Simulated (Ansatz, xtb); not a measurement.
**Relative energy of two structures of GeHKS2**

Structure a: a singlet given by its coordinates. Structure b: a singlet given by its coordinates. Both are isolated molecules in the gas phase, relaxed with B3LYP-D3(BJ)/def2-SVP.

a (Å):

```yaml
atoms:
  - { symbol: Ge, position_ang: [1.3696, -0.1737, -0.7393] }
  - { symbol: K, position_ang: [-1.2683, 0.7250, 1.8346] }
  - { symbol: S, position_ang: [1.5986, 0.9859, 1.0528] }
  - { symbol: S, position_ang: [-0.7011, -1.4177, -0.2021] }
  - { symbol: H, position_ang: [-1.1522, -1.6563, -1.4540] }
```

Close contacts (Å): Ge1–S3 2.15, Ge1–S4 2.47, K2–S3 2.98, K2–S4 3.01, S4–H5 1.35.

b (Å):

```yaml
atoms:
  - { symbol: Ge, position_ang: [-0.4327, -2.4426, -0.1888] }
  - { symbol: K, position_ang: [1.9862, -0.7021, 1.2655] }
  - { symbol: S, position_ang: [-2.4030, -3.5412, -0.6011] }
  - { symbol: S, position_ang: [-0.7093, -1.6827, 1.8256] }
  - { symbol: H, position_ang: [-2.0454, -3.9259, -1.8509] }
```

Close contacts (Å): Ge1–K2 3.32, Ge1–S3 2.29, Ge1–S4 2.17, K2–S4 2.92, S3–H5 1.36.

Question: Estimate E(b) − E(a) at the level CCSD(T)/def2-TZVP.

Answer: Calculated at CCSD(T)/def2-TZVP: E(b) − E(a) = +0.365 eV, so structure a lies lower.

How the difference moves with the method:

```
                level               geometry  E(b) − E(a) (eV)  departure from the last row (eV)  job, with rough time for the two
B3LYP-D3(BJ)/def2-SVP  B3LYP-D3(BJ)/def2-SVP              +0.569                            +0.205                optimisation, 84 s
         HF/def2-TZVP  B3LYP-D3(BJ)/def2-SVP              +0.390                            +0.025           part of the CCSD(T) run
        MP2/def2-TZVP  B3LYP-D3(BJ)/def2-SVP              +0.359                            −0.006           part of the CCSD(T) run
    CCSD(T)/def2-TZVP  B3LYP-D3(BJ)/def2-SVP              +0.365                                                  single point, 97 s
```

The levels shown agree on the order. The largest departure from CCSD(T)/def2-TZVP is that of B3LYP-D3(BJ)/def2-SVP, 0.205 eV. Levels run at GFN2-xTB geometries aren't shown.

With harmonic frequencies from B3LYP-D3(BJ)/def2-SVP (ideal gas, rigid rotor, one conformer each, 400 K, 1 atm): on the last row, ΔE + ΔZPE = +0.375 eV. A mode under 50 cm⁻¹ makes harmonic enthalpies and free energies unreliable, so none is given.

The correlated steps freeze 24 core orbitals; the filled d shell of Ge is correlated; the last core shell of K is correlated, in a basis made for valence electrons. Programs: Ansatz 0.2.0; the last row on 2 threads of Arm Neoverse V1 on a shared host.
